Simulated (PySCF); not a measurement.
**Vibration and rotation of CI**

UHF-CCSD(T) constants of CI, ²Π (doublet), unpaired electrons π ↑ (basis C aug-cc-pVDZ, I aug-cc-pVDZ-PP with ECP28; scalar-relativistic core potentials; PySCF 2.14; masses 12.0000 and 126.9045 u):

```
ωe          : 610.2 cm⁻¹
ωexe        : 2.9 cm⁻¹
Be          : 0.3592 cm⁻¹
αe          : 0.00273 cm⁻¹
De to C + I : 2.61 eV
```

(1) What force constant and bond length do these constants imply?

(2) Estimate the centrifugal constant D from the Kratzer relation and find the Dunham coefficient a1.

Correlated steps freeze 5 core orbitals. Correlated levels converge slowly with the basis: in double zeta they bind strong bonds too weakly, by up to about 1 eV, and carry superposition errors of some tenths. Spin–orbit coupling is left out, which matters for elements this heavy, above all for dissociation energies. The state was picked by a PBE0 search and need not be the measured ground state.

Results:

(1) Reduced mass μred = 10.963 u; k = 5.8918×10⁻⁷·μred·ωe² (u, cm⁻¹, mdyn/Å) = 2.41 mdyn/Å; Re = √(16.8576/(μred·Be)) (u, cm⁻¹, Å) = 2.069 Å.

(2) D = 4Be³/ωe² = 4.98e-07 cm⁻¹; a1 = −1 − αeωe/(6Be²) = -3.15.
